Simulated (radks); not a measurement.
Results of a calculation; reference values are marked as such.
Valence configurations of F II (all share [He]). Level of theory: scalar-relativistic Kohn-Sham, r2SCAN, spin-polarised, spherical densities, finite nucleus; open shells are filled with parallel spins first; meta-GGA in the generalised Kohn-Sham scheme; Fermi nuclear charge, rms radius 2.8976 fm (a radial shooting solver on a logarithmic mesh with Libxc functionals). Energies are relative to 2s2 2p4; eigenvalues in eV for spin up.

| valence | E (eV) | moment (Bohr magnetons) | e(2p) | e(2s) |
|---|---|---|---|---|
| 2s2 2p4 | 0.000 | 2 | -30.942 | -51.189 |
| 2s1 2p5 | 20.297 | 2 | -31.240 | -51.692 |
| 2s1.5 2p4.5 | 10.227 | 2 | -31.088 | -51.436 |
| 2p6 | 43.342 | 0 | -29.161 | - |
| 2s0.5 2p5.5 | 32.502 | 1 | -30.285 | -50.690 |

NIST lists [He] 2s2 2p4 as the ground configuration; this level of theory agrees among the configurations tried. The energies are those of spherical high-spin densities, not of single terms.
